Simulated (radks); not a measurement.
Results of a calculation; reference values are marked as such.
Valence configurations of Mn+ (all share [Ar]). Code: a radial shooting solver on a logarithmic mesh with Libxc functionals. Model: scalar-relativistic Kohn-Sham, PBE, spin-polarised, spherical densities, point nucleus; open shells are filled with parallel spins first. Energies are relative to 3d5 4s1; eigenvalues in eV for spin up.

3d5 4s1: E (eV) 0.000; moment (Bohr magnetons) 6; e(3d) -16.353; e(4s) -12.617
3d5 4p1: E (eV) 4.956; moment (Bohr magnetons) 6; e(3d) -17.649; e(4p) -8.384
3d6: E (eV) 1.796; moment (Bohr magnetons) 4; e(3d) -11.840
3d4 4s1 4p1: E (eV) 10.906; moment (Bohr magnetons) 6; e(3d) -22.947; e(4p) -9.659; e(4s) -15.198
3d4 4s2: E (eV) 7.403; moment (Bohr magnetons) 4; e(3d) -21.717; e(4s) -13.947
3d3 4s2 4p1: E (eV) 23.174; moment (Bohr magnetons) 4; e(3d) -29.101; e(4p) -10.594; e(4s) -16.586
3d4.5 4s1 4p0.5: E (eV) 4.873; moment (Bohr magnetons) 6; e(3d) -19.567; e(4p) -8.693; e(4s) -13.921
3d4 4s1.5 4p0.5: E (eV) 9.377; moment (Bohr magnetons) 5; e(3d) -22.372; e(4p) -9.190; e(4s) -14.634
3d4.5 4s1.5: E (eV) 3.398; moment (Bohr magnetons) 5; e(3d) -18.937; e(4s) -13.307
3d5 4s0.5 4p0.5: E (eV) 2.467; moment (Bohr magnetons) 6; e(3d) -17.009; e(4p) -8.048; e(4s) -13.005

NIST lists [Ar] 3d5 4s1 as the ground configuration; this level of theory agrees among the configurations tried. The energies are those of spherical high-spin densities, not of single terms.
